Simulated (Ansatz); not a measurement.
`C=C([SiH3])C[SiH3]` + `[NH2][SbH2]` → `[SiH3][NH][SbH2]` + `C=CC[SiH3]` at 400 K and 1 bar (ligand exchange at the Si–C bond).

Isolated molecules relaxed with PBE0-D4/def2-TZVP in Ansatz; ΔE leaves out vibrations. CCSD(T)/CBS is the MP2 limit (def2-TZVPP, def2-QZVPP) plus CCSD(T) − MP2 in def2-TZVPP, frozen cores. Elements past krypton have def2 core potentials. For Sb outer-core shells are correlated without core-valence functions, which leaves a few kJ/mol of doubt a bond. One conformer a species, not always the lowest.

```json
{"species": "`C=C([SiH3])C[SiH3]`", "CCSD(T)/CBS energy (Eh)": "-698.30281", "H − E (kJ/mol)": "328.8", "S (J/(mol·K))": "417.3"}
{"species": "`[NH2][SbH2]`", "CCSD(T)/CBS energy (Eh)": "-297.10356", "H − E (kJ/mol)": "122.5", "S (J/(mol·K))": "298.1"}
{"species": "`[SiH3][NH][SbH2]`", "CCSD(T)/CBS energy (Eh)": "-587.40566", "H − E (kJ/mol)": "172.3", "S (J/(mol·K))": "372.1"}
{"species": "`C=CC[SiH3]`", "CCSD(T)/CBS energy (Eh)": "-408.02402", "H − E (kJ/mol)": "279.1", "S (J/(mol·K))": "352.1"}
```

H − E and S are ideal-gas, rigid-rotor, harmonic terms from PBE0-D4/def2-TZVP, for one conformer and one mirror image of each species. 1 Eh = 2625.50 kJ/mol, R = 8.31446 J/(mol·K).

Question: By hand: ΔE, ΔH, ΔS and ΔG.

Answer: ΔE = (-587.40566) + (-408.02402) − (-698.30281) − (-297.10356) = -0.02331 Eh = -61.2 kJ/mol. Δ(H − E) = 172.3 + 279.1 − 328.8 − 122.5 = 0.1, so ΔH = -61.1 kJ/mol. ΔS = 372.1 + 352.1 − 417.3 − 298.1 = 8.8 J/(mol·K). ΔG = -61.1 − 400 × (8.8)/1000 = -64.6 kJ/mol.

Question: By hand: the equilibrium constant, and the temperature at which ΔG would vanish if ΔH and ΔS stayed fixed.

Answer: log₁₀ K = −ΔG/(RT ln 10) = 8.4. ΔH and −TΔS have one sign here, so there is no such temperature.

The number of gas molecules stays the same, so ΔS is small and ΔH decides. A doubt of 5 kJ/mol in ΔE shifts log₁₀ K by 0.7 here. Other conformers and mirror images would add mixing entropy, several J/(mol·K) or more a flexible species. Modes under 60 cm⁻¹, often nearly free rotors, make the harmonic entropy too high. These are equilibria of isolated gas molecules and say nothing of rates. Largest T1 diagnostic: 0.013 (customary marks: 0.02 for closed shells, 0.045 for open ones).

ΔS is within the doubt of such terms, so its sign, and with it that verdict, could turn.
